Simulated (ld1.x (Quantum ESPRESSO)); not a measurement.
Which change was made? (W, TM)

```
Element                 : tungsten
Generator               : ld1.x (Quantum ESPRESSO) 7.5
Type                    : norm-conserving Troullier–Martins (Kleinman–Bylander form)
Functional              : LDA (PZ)
Relativity              : scalar-relativistic
Frozen core             : [Kr] 4d10 4f14
Valence charge          : 14
Reference configuration : 5s2 5p6 5d4 6s2 6p0
Partial waves           : 5s (bound): rc 1.90 bohr; 5p (bound): rc 2.05 bohr; 5d (bound): rc 2.05 bohr
Local potential         : all-electron potential smoothed inside 1.45 bohr (lloc = -2)
Core correction         : none
```

Occupied shells without a wave of their own: 6s. They enter only through the test configuration that unscreens the potential.

Cutoffs, loose and tight: the cutoffs (Ry, on a coarse ladder) from which the occupation-weighted sum of valence levels, in a spherical-Bessel basis at the reference potential, stays within 10 and 1 mRy of its value at 400 Ry. They do not see the model core or the augmentation charge, which bear on the density cutoff. Test errors are all-electron minus pseudo excitation energies from the reference, over the configurations 5s2 5p6 5d4 6s1 6p0; 5s2 5p6 5d4 6s0 6p0; 5s2 5p6 5d3 6s0 6p0; 5s2 5p5 5d4 6s2 6p0; 5s2 5p6 5d3 6s2 6p1; 5s2 5p6 5d4 6s0 6p1; 5s2 5p6 5d5 6s0 6p0 (two spin-polarised tests are not counted in the largest error); variants that change the core or the reference have their own tests.

The base gives: outcome: generated, misses its reference levels by 0.26 eV; cutoff, loose: 35 Ry; cutoff, tight: 50 Ry; bound ghosts: none; largest test error (meV): -1134.

(1) After one change the result is: outcome: generated, misses its reference levels by 0.26 eV; cutoff, loose: 100 Ry; cutoff, tight: 140 Ry; bound ghosts: none; largest test error (meV): -1139. Which change was it?
A. wave 5p (bound): rc 2.05 bohr becomes 5p (bound): rc 1.28 bohr
B. wave 5p (bound): rc 2.05 bohr becomes 5p (bound): rc 1.70 bohr
C. wave 5p (bound): rc 2.05 bohr becomes 5p (bound): rc 1.46 bohr

Answers

(1) A. The others give: wave 5p (bound): rc 2.05 bohr becomes 5p (bound): rc 1.46 bohr → outcome: generated, misses its reference levels by 0.26 eV; cutoff, loose: 80 Ry; cutoff, tight: 110 Ry; bound ghosts: none; largest test error (meV): -1139 | wave 5p (bound): rc 2.05 bohr becomes 5p (bound): rc 1.70 bohr → outcome: generated, misses its reference levels by 0.26 eV; cutoff, loose: 45 Ry; cutoff, tight: 80 Ry; bound ghosts: none; largest test error (meV): -1137.
